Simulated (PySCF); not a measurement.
**The second ionisation energy along the second row**

Calculated with PySCF 2.14 from differences of total energies of unrestricted determinants, without spin-orbit coupling. Values in eV. The last column holds reference values (NIST; (s) semi-empirical, (t) theoretical, else measured). Unmarked ones compare directly (S terms, centres of terms, or small fine structure); those marked * lie between the lowest fine-structure levels and include a spin-orbit shift.

```csv
element,configurations,MP2 (valence),SCS-MP2 (valence),SCS-MP2 (valence and next inner shell),CCSD (valence and next inner shell),PBE,PBE0,reference
"Be (def2-TZVPPD, non-relativistic)",[He] 2s1 → 1s2,n/a,n/a,18.149,18.159,18.478,18.442,18.211
"B (def2-TZVPPD, non-relativistic)",[He] 2s2 → [He] 2s1,24.406,24.600,24.611,25.048,24.600,24.557,25.155
"C (def2-TZVPPD, non-relativistic)",[He] 2s2 2p1 → [He] 2s2,24.373,24.335,24.344,24.228,24.853,24.835,24.378
"N (def2-TZVPPD, non-relativistic)",[He] 2s2 2p2 → [He] 2s2 2p1,29.618,29.485,29.495,29.484,29.900,29.912,29.601 (s) *
"O (def2-TZVPPD, non-relativistic)",[He] 2s2 2p3 → [He] 2s2 2p2,35.202,34.950,34.960,35.043,35.280,35.316,35.121 *
"F (def2-TZVPPD, non-relativistic)",[He] 2s2 2p4 → [He] 2s2 2p3,34.605,34.699,34.703,n/a,35.421,35.258,34.950
"Ne (def2-TZVPPD, non-relativistic)",[He] 2s2 2p5 → [He] 2s2 2p4,40.736,40.723,40.727,40.681,41.139,41.008,40.963 *
```

```tsv
method	elements	mean error (eV)	mean absolute error (eV)	largest error (eV)
MP2 (valence)	3	-0.366	0.366	-0.748
SCS-MP2 (valence)	3	-0.283	0.283	-0.555
SCS-MP2 (valence and next inner shell)	4	-0.222	0.222	-0.544
CCSD (valence and next inner shell)	3	-0.103	0.103	-0.150
PBE	4	0.165	0.442	-0.555
PBE0	4	0.100	0.398	-0.598
```

Errors include the incompleteness of the basis and the frozen core.

"Valence" correlates the outer s and p shells and, in groups 3 to 12 and the f block, the outer d or f shell, open or full, or the next shell where the ion has no valence electron left; the wider scheme adds the next inner shell.
